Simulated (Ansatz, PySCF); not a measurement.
Breaking the Al1–H2 bond in C2H5Al (SMILES C=[CH][AlH2]) (multiplicity 1 held, fragments rigid). Energies count from the point at 1.582 Å.
Geometry at that point (charge 0, multiplicity 1):
```xyz
8

Al    -0.13640     0.16293     1.16258
H     -0.81514     1.59102     1.21762
H      0.17826    -0.64445     2.48572
C      0.29152    -0.55238    -0.58963
C      0.01803     0.14494    -1.69878
H      0.75945    -1.52587    -0.73006
H      0.24169    -0.21990    -2.69844
H     -0.44827     1.12572    -1.65786
```

R- and RO- levels are restricted; in cc, def2 and unpolarised 6-31G sets they are followed outwards from rest. Unrestricted levels (U-) break spin symmetry where that is lower. Active spaces are followed from a long bond inwards. Left out are points that failed, MP2 points that dive below the minimum, coupled-cluster points behind a jump of the amplitudes or a sharp parting from full CI or MRCI, small-basis points behind a change of solution, and semi-empirical points at long bonds. Levels need not reach the same state.

Frozen-core correlation. Rows in 6-31G* carry no dispersion term and start afresh at each structure (6-31G* with six Cartesian d functions).

Programs: Ansatz (a first-principles code) with Gaussian orbitals; PySCF for 6-31G* rows. Values without a source in brackets are computed.

Energies in kcal/mol.

| R (Å) | U-HF/cc-pV(T+d)Z | R-BP86/6-31G* | R-r2SCAN/cc-pV(T+d)Z | U-CCSD/cc-pV(T+d)Z | FIC-NEVPT4(SD) on CASSCF(2,2)/cc-pV(T+d)Z | FIC-MRCISD+Q on CASSCF(2,2)/cc-pV(T+d)Z |
|---|---|---|---|---|---|---|
| 1.266 | 25.1 | 27.2 | 24.8 | 24.9 | 24.9 | 24.9 |
| 1.424 | 4.9 | 6.1 | 5.0 | 4.9 | 5.0 | 4.9 |
| 1.582 | 0.0 | 0.0 | 0.0 | 0.0 | 0.0 | 0.0 |
| 1.740 | 3.4 | 2.1 | 2.9 | 3.1 | 3.0 | 3.1 |
| 1.899 | 11.2 | 8.4 | 10.0 | 10.4 | 10.1 | 10.2 |
| 2.136 | 26.6 | 21.3 | 23.8 | 24.5 | 23.9 | 24.2 |
| 2.373 | 43.1 | 35.0 | 38.4 | 39.3 | 38.3 | 38.6 |
| 2.769 | 59.4 | ? | 60.5 | 61.3 | 58.8 | 59.2 |
| 3.164 | 65.5 | ? | 78.1 | 76.7 | 73.0 | 73.4 |
| 3.639 | 68.0 | 87.4 | 93.5 | 85.3 | 82.2 | 82.7 |
| 4.272 | 68.8 | 99.9 | 106.6 | 87.8 | 86.4 | 86.9 |
| 5.063 | 69.0 | left out | 115.1 | 88.2 | 87.5 | 88.0 |

Question: Complete the blanks.

Answer: 
- 2.769, R-BP86/6-31G*: 55.9
- 3.164, R-BP86/6-31G*: 72.7

Doubts at one or more of the structures used: a spin-contaminated determinant (U-HF/cc-pV(T+d)Z, U-CCSD/cc-pV(T+d)Z); a restricted determinant that unrestricted orbitals would lower (R-BP86/6-31G*, R-r2SCAN/cc-pV(T+d)Z); T1 above 0.05 (U-CCSD/cc-pV(T+d)Z).
